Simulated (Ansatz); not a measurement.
Ansatz (a program for electronic structure) input (RI-MP2/def2-QZVPPD):
A basis named .json is the Basis Set Exchange file of that set.

Ansatz 0.2 input:
```yaml
crystal:
  periodic: [false, false, false]
  atoms:
    - {symbol: Mn, position_ang: [-0.00000000, -0.00000000, -1.78229477]}
    - {symbol: I, position_ang: [0.00000000, 0.00000000, 0.84070508]}
basis:
  gaussian:
    orbitals: def2-QZVPPD.json
    fitting: {mean_field: def2-universal-jkfit, correlation: def2-QZVPPD-RIFIT.json}
magnetization: {spin_polarized: true, initial_magnetization: 6}
correlation: {method: mp2, electrons: outside_noble_gas}
```

End of the output:

```
integrals: 0.18 GiB planned
482 factors; integrals over basis functions are off by at most 9.5e-1 eV
601 factors; integrals over basis functions are off by at most 9.0e-1 eV
mean field: 0.64 GiB planned
mean field evaluation 1: about -39362.0667 eV, gradient 1.2e1 eV
mean field evaluation 2: about -39363.8564 eV, gradient 4.9e0 eV
mean field evaluation 4: about -39364.3517 eV, gradient 9.5e-1 eV
mean field evaluation 8: about -39364.3800 eV, gradient 1.0e-6 eV
mean field -39364.38003536 eV, -1446.6142841644 hartree, gradient 1.0e-6 eV, S^2 12.005146; 0 other end points of the search recorded, 0 dependent functions left out
18 core orbitals not correlated
reference -39364.38003536 eV, -1446.6142841644 hartree; 10, 4 occupied and 163, 169 virtual orbitals, 601 factors
second order -7.36753130 eV of doubles, -0.00000000 eV of singles
Total energy: -39371.74756666 eV, -1446.8850359458 hartree
```

The spin state was set by rule; other spins were not relaxed.
